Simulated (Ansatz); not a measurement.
C2H7BO2 (`BOCCO`), relaxed with RKS PBE-D4/def2-SVP in Ansatz from a rough embedded geometry. The force threshold is 0.03 eV/Å; the program also tests the step.

The species carries charge 0 and has multiplicity 1.

Start:

```xyz
12

B    -1.154   -1.593    1.169
O     0.067   -0.986    0.776
C    -0.196    0.034   -0.191
C     1.181    0.709   -0.490
O     0.955    1.688   -1.525
H    -1.847   -1.178    2.076
H    -1.611   -2.526    0.572
H    -0.640   -0.355   -1.051
H    -0.834    0.794    0.296
H     1.828   -0.122   -0.968
H     1.651    1.079    0.349
H     0.600    2.457   -1.012
```

Task: How much energy does the relaxation release, and in how many steps? (Best estimate.)

Result: Ansatz gave: 119.68 kJ/mol, in 20 steps, 3 of them rejected.

Task: Which bonds change most? (Estimate.)

Result: Ansatz gave: C4–H11 from 1.030 to 1.119 Å; B1–O2 from 1.419 to 1.351 Å; C3–H8 from 1.044 to 1.110 Å; C4–H10 from 1.156 to 1.110 Å.

Task: Give the relaxed structure. (An estimate is asked.)

Result: Ansatz gave: 
```xyz
12

B    -0.983   -1.542    1.206
O    -0.462   -1.269   -0.010
C    -0.389    0.054   -0.534
C     1.050    0.577   -0.466
O     1.184    1.825   -1.110
H    -1.460   -0.645    1.888
H    -0.949   -2.705    1.563
H    -0.716    0.027   -1.594
H    -1.073    0.732    0.028
H     1.716   -0.138   -0.994
H     1.382    0.598    0.602
H     0.699    2.484   -0.580
```
